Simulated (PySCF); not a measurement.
A GIAO shielding run with PySCF (density fitting, non-relativistic, gas phase) on SMILES C#C[Si@](F)(C#CC)S[SiH3], C5H7FSSi2:

```
$ OMP_NUM_THREADS=1 python probes_run.py task.json out

{"job": {"kind": "nmr", "xc": "PBE0", "basis": "pcSseg-1"}, "charge": 0, "multiplicity": 1}
C      0.681575     3.046818     2.780003
C      0.245096     2.099005     2.184940
Si    -0.423103     0.658267     1.255042
F     -1.064781    -0.379338     2.316096
C      0.851459    -0.259951     0.303335
C      1.655241    -0.838948    -0.383601
C      2.627564    -1.541752    -1.183454
S     -2.012784     1.367516    -0.022699
Si    -2.926129    -0.456086    -0.677456
H      1.057725     3.874972     3.308477
H      2.321913    -1.536477    -2.229450
H      2.714384    -2.573033    -0.842553
H      3.598596    -1.055436    -1.095266
H     -1.910288    -1.250960    -1.359060
H     -3.964467     0.022205    -1.574096
H     -3.459598    -1.167858     0.475816
```

Hardware: 1 thread of an Arm Neoverse V2, shared host. The job also computes population analyses, field gradients.

(1) How large is the calculation?

(2) How long does it take, and how much memory does it need?

Answers

(1) 90 electrons, 209 basis functions and 1153 auxiliary functions.

(2) 39 s of wall time, with 14 SCF cycles and 5 response iterations; peak memory 0.94 GiB. Times on a shared host scatter by some tens of per cent.
